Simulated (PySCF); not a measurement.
Two species compared at the same levels of theory.

First species: C4H8N2Si.
SMILES: `C[SiH2]/N=C(/C)C#N`

Second species: C6H9NSi.
Atom-mapped SMILES: `[CH2:1]=[CH:2][Si@H:3]1[CH2:4][C@@H:5]([C:6]#[N:7])[CH2:8]1` (hydrogens: H9, H10 on C1; H11 on C2; H12 on Si3; H13, H14 on C4; H15 on C5; H16, H17 on C8)

Geometry (GFN2-xTB, Å), atoms numbered from 1 in this order:
```
atom  x, y, z in Å
C1     2.0927    1.2683   -0.0974
C2     2.1149   -0.0150    0.2354
Si3    0.5876   -1.1108    0.2700
C4    -0.9742   -0.3125    1.0479
C5    -1.6265   -0.1518   -0.3494
C6    -1.7100    1.2319   -0.7167
N7    -1.7341    2.3412   -0.9987
C8    -0.5935   -0.9036   -1.2276
H9     2.9838    1.8768   -0.1079
H10    1.1800    1.7712   -0.3758
H11    3.0613   -0.4657    0.5055
H12    0.8843   -2.4868    0.6768
H13   -1.5653   -0.9545    1.6967
H14   -0.8395    0.6375    1.5622
H15   -2.6286   -0.5852   -0.4054
H16   -1.0065   -1.8225   -1.6370
H17   -0.2335   -0.3063   -2.0634
```

Levels: CAM-B3LYP/def2-SVPD for dipole moment, HOMO energy, LUMO energy, HOMO–LUMO gap, static isotropic polarisability and electronic spatial extent ⟨r²⟩ about the centre of nuclear charge; TDDFT CAM-B3LYP/def2-SVPD for lowest singlet excitation; TDA CAM-B3LYP/def2-SVPD for lowest triplet excitation (Tamm–Dancoff); GFN2-xTB for rotational constant A and rotational constant C. Geometries: GFN2-xTB. All species are isolated and taken at one optimised geometry, non-relativistic unless stated; the electronic structure was computed with PySCF and density fitting.

The conformers computed, where there is a choice (atom-mapped SMILES and torsion angles):
- `[CH3:1][SiH2:2]/[N:3]=[C:4](/[CH3:5])[C:6]#[N:7]`: C1–Si2–N3–C4 118°
- `[CH2:1]=[CH:2][Si@H:3]1[CH2:4][C@@H:5]([C:6]#[N:7])[CH2:8]1`: C1–C2–Si3–C4 -43°

(1) Which of the two has the higher rotational constant C, and by how much?

(2) Which has the higher dipole moment?

(3) Which has the higher T1 energy?

(4) Which has the higher rotational constant A?

(5) Which of the two has the higher ⟨r²⟩, and by how much?

(6) Which has the higher LUMO energy?

(7) Which has the higher HOMO energy?

(8) Which of the two has the higher S1 energy, and by how much?

## Answers

(1) The second: 1.084 GHz against 1.060 GHz, a difference of 0.024 GHz.

(2) The second: 3.88 D against 2.54 D, a difference of 1.34 D.

(3) The second: 4.11 eV against 3.24 eV, a difference of 0.87 eV.

(4) The first: 3.440 GHz against 2.421 GHz, a difference of 1.019 GHz.

(5) The second: 1161 bohr² against 1154 bohr², a difference of 7 bohr².

(6) The second: -0.04 eV against -0.96 eV, a difference of 0.92 eV.

(7) The first: -9.15 eV against -9.22 eV, a difference of 0.07 eV.

(8) The second: 6.20 eV against 3.82 eV, a difference of 2.38 eV.

On the first: No computed singlet falls in the visible range (750 to 380 nm, 1.65 to 3.26 eV); S1 lies 0.56 eV above its blue end. The dipole equals about 8.5 × 10⁻³⁰ C·m (1 D = 3.33564 × 10⁻³⁰ C·m).

On the second: The polarisability is 13.93 Å³ as a volume (1 au = 0.148185 Å³), or 1.42 au for each of the 66 electrons. The dipole equals about 13.0 × 10⁻³⁰ C·m (1 D = 3.33564 × 10⁻³⁰ C·m).
